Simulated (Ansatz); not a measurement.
Total energies of In10Sb11H28⁺, a nanocrystal cut from wurtzite InSb (hydrogen-capped) from Ansatz at PBE-D4/def2-SVP, gas phase (1 Eh = 27.2114 eV = 2625.5 kJ/mol). The reference geometry is relaxed at PBE-D4/def2-SVP.

```csv
atom,x (Å),y (Å),z (Å)
Sb1,-5.266,-0.162,0.929
In2,-3.231,1.629,2.198
Sb3,0.002,-2.308,4.090
In4,2.372,-0.986,5.353
Sb5,-2.677,-3.482,0.310
In6,-4.846,-2.174,-1.064
In7,-0.348,-2.054,1.276
Sb8,-0.894,0.669,0.817
Sb9,3.169,0.084,2.760
In10,1.440,2.105,1.698
Sb11,-3.324,-0.496,-2.844
In12,-1.013,1.021,-1.974
Sb13,-1.326,3.821,-2.385
Sb14,2.464,3.337,-0.677
In15,0.939,5.629,-1.637
Sb16,1.832,-2.978,-0.242
In17,4.201,-1.847,0.954
In18,0.635,-2.913,-2.887
Sb19,1.208,-0.094,-3.290
Sb20,5.106,-0.194,-1.231
In21,3.447,1.635,-2.724
H22,-6.202,-1.004,2.096
H23,-6.585,0.721,0.273
H24,-3.199,1.008,3.815
H25,-3.667,3.163,1.521
H26,-1.523,-1.834,4.721
H27,-0.179,-3.984,4.418
H28,1.645,0.292,6.259
H29,3.384,-2.337,5.725
H30,-3.435,-4.205,1.674
H31,-2.239,-4.953,-0.453
H32,-6.093,-3.163,-1.744
H33,4.603,0.972,3.108
H34,1.048,3.300,2.908
H35,-4.483,0.631,-3.431
H36,-3.040,-1.264,-4.350
H37,-2.823,4.166,-1.619
H38,-1.905,3.978,-3.994
H39,3.940,4.031,-0.125
H40,0.309,6.467,-0.264
H41,1.557,6.092,-3.183
H42,1.852,-4.626,0.253
H43,5.350,-3.046,1.460
H44,-1.080,-2.834,-2.461
H45,1.424,-3.945,-4.025
H46,0.792,0.270,-4.920
H47,6.416,0.733,-0.621
H48,6.044,-1.139,-2.317
H49,4.199,2.269,-4.154
```

```tsv
state	geometry	energy (Eh)
charge 1 singlet	reference	-4561.05370
charge 2 doublet	reference	-4560.71509
charge 0 doublet	reference	-4561.20572
```

In the def2 sets In, Sb take a core potential; there is no spin–orbit coupling. Single mean-field runs in def2-SVP are fitted with def2-universal-jkfit.

(1) Work out the vertical ionisation energy to the doublet.

(2) Work out the vertical electron affinity, to the doublet.

(3) Give the fundamental gap IE − EA, the Mulliken electronegativity (IE + EA)/2 and the hardness (IE − EA)/2.

(1) E(charge 2 doublet) − E(charge 1 singlet) = -4560.71509 − (-4561.05370) = 0.33861 Eh = 9.21 eV. For comparison, −ε of the highest occupied level is 7.86 eV at this level, 1.35 eV less.

(2) E(charge 1 singlet) − E(charge 0 doublet) = -4561.05370 − (-4561.20572) = 0.15202 Eh = 4.14 eV.

(3) From the values in Eh: IE − EA = 0.33861 − 0.15202 = 0.18659 Eh = 5.08 eV; (IE + EA)/2 = 6.68 eV; (IE − EA)/2 = 2.54 eV. The HOMO–LUMO gap of the same run is 2.56 eV, 2.52 eV smaller than the fundamental gap.

At PBE-D4/def2-SVP the gap within one spin of the charge 2 doublet nearly closes, so an electron or hole may be smeared out by delocalisation error. At PBE-D4/def2-SVP the gap within one spin of the charge 0 doublet nearly closes, so an electron or hole may be smeared out by delocalisation error.
